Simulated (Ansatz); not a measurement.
The same path of CH5BO3 + H2 (12 atoms, charge 0, multiplicity 1) was run 3 times with different band settings. Lost on the way: H6–H7. Made: B1–H7, O2–H6.

These are results of Ansatz, RKS PBE-D4/STO-3G, not measurements.

Relaxed end points:

```xyz
12
Properties=species:S:1:pos:R:3
B -0.778 0.679 0.210
O 0.339 -0.070 -0.205
C 0.209 -1.525 -0.014
O -1.905 0.046 0.741
O -0.747 2.071 0.077
H 2.017 0.583 -0.669
H 2.687 0.852 -0.855
H 1.113 -1.998 -0.461
H 0.161 -1.800 1.068
H -0.699 -1.936 -0.515
H -2.567 0.804 0.951
H 0.170 2.295 -0.328
```

```xyz
12
Properties=species:S:1:pos:R:3
B 0.007 1.146 0.378
O 0.700 -0.286 -0.785
C 0.119 -1.578 -0.296
O -0.633 0.380 1.395
O -0.884 1.824 -0.479
H 1.651 -0.319 -0.380
H 1.097 1.542 0.638
H 0.883 -2.383 -0.273
H -0.298 -1.343 0.723
H -0.698 -1.851 -0.998
H -1.628 0.406 1.126
H -0.316 2.462 -1.048
```

Common settings: spring 5.0 eV/Å²; optimiser quadratic models (default); start path through a guess of the saddle point; force threshold 0.05 eV/Å; end points relaxed.

| run | movable images | climbing image | iteration limit |
| --- | --- | --- | --- |
| 1 | 9 | yes | 50 |
| 2 | 6 | no | 60 |
| 3 | 9 | yes | 6 |

**Question.** What does each run give, and how far can it be trusted?

**Answer.** Run 1: converged after 20 iterations, highest image 2.595 eV above the first end. Neighbouring images differ by up to 1.7 eV, so the band resolves the path poorly. A vibrational analysis at the climbing image gives one clearly imaginary mode, 1299i cm⁻¹: a first-order saddle point.
Run 2: converged after 15 iterations, highest image 1.630 eV above the first end. Neighbouring images differ by up to 1.5 eV, so the band resolves the path poorly. No image climbed, so the highest image needn't sit at the top of the path. A band with more images between the same ends climbed to 2.60 eV, so this one has probably stepped over the top.
Run 3: not converged after 6 iterations, highest image 2.353 eV above the first end. The band didn't meet its force threshold, so its energies are provisional: the largest band force was still 1.64 eV/Å, and over the last iterations the top moved between 2.35 and 2.83 eV.
The orbitals stay closed-shell, which can raise the energy where a bond breaks towards radicals; this wasn't checked here. Limits of this set-up: minimal basis.
